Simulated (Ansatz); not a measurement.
# One arrangement of a pair

The pair of Ag⁺ (SMILES [Ag+], atom 1) and SiNH5 (SMILES [SiH3]N, atoms 2–8), both closed shells, in one local arrangement (a lower one may exist), relaxed at PBE0-D4/def2-TZVP:

Ag1  (-0.238, 0.234, -2.520)
Si2  (0.497, -0.497, 0.665)
N3  (-0.551, 0.552, -0.383)
H4  (0.137, -1.878, 0.280)
H5  (1.878, -0.144, 0.276)
H6  (0.206, -0.202, 2.083)
H7  (-0.390, 1.541, -0.202)
H8  (-1.540, 0.395, -0.199)
(Å)

Ansatz 0.2.0; basis: def2-TZVPPD, with def2-QZVPPD for the basis limit; cores frozen in the correlated methods. Filled d shells of the heavier atoms are correlated. Core potentials replace the inner electrons of the atoms past krypton. B3LYP uses VWN-RPA correlation. Extrapolation: Hartree–Fock as exp(−7.88 √X), correlation as X^−2.97. Interaction energies count from these two fragments, frozen as in the pair, with the counterpoise correction; negative means bound.

(1) What is the interaction energy by CCSD(T) at an estimated basis limit (MP2 extrapolated from triple and quadruple zeta, plus CCSD(T) − MP2 in triple zeta)? (To be estimated.)

(2) Which atoms make the shortest contact between the fragments?

No T1 diagnostic of these runs exceeds 0.015.

Answers

(1) By the calculation: -198.6 kJ/mol. Hartree–Fock alone gives -132.8 kJ/mol at the basis limit. It counts from the two fragments frozen as in the pair.

The same quantity by other methods in triple zeta, and each one's difference from that estimate:
```csv
method,E_int (kJ/mol),difference
PBE-D4,-222.9,-24.3
revPBE-D4,-207.4,-8.7
BLYP-D4,-220.7,-22.1
r2SCAN-D4,-219.2,-20.5
B97M-V,-202.9,-4.3
PBE0-D4,-203.8,-5.2
B3LYP-D4,-207.6,-9.0
HSE06-D4,-203.6,-4.9
wB97X-V,-193.7,5.0
wB97M-V,-191.7,6.9
B2PLYP,-194.3,4.4
HF,-131.3,67.3
MP2,-192.0,6.6
CCSD,-176.8,21.9
CCSD(T),-183.5,15.1
```
Differences are method less estimate.

(2) Ag1 and N3, 2.18 Å apart.

Energy to bend the free fragments (PBE0-D4 minima) into their shapes in the pair, CCSD(T)/def2-TZVPPD: SiNH5 13.1 kJ/mol. This must be added to the interaction energy to get the binding energy from relaxed fragments.

Basis-set superposition shift (counterpoise-corrected less uncorrected): CCSD(T) 10.2; MP2 9.7; HF 0.5; PBE0-D4 0.5; wB97M-V 0.6 kJ/mol.

For scale, one of the runs: CCSD(T)/def2-TZVPPD, 226 basis functions, launched by `ansatz run in.yaml --threads 4 --pin off --events-out ev --progress --plain --max-ram 9574MiB`. Hardware: 4 CPU threads of an AMD EPYC 9R45, shared host. Wall time 31 s; peak host memory 4.1 GiB.
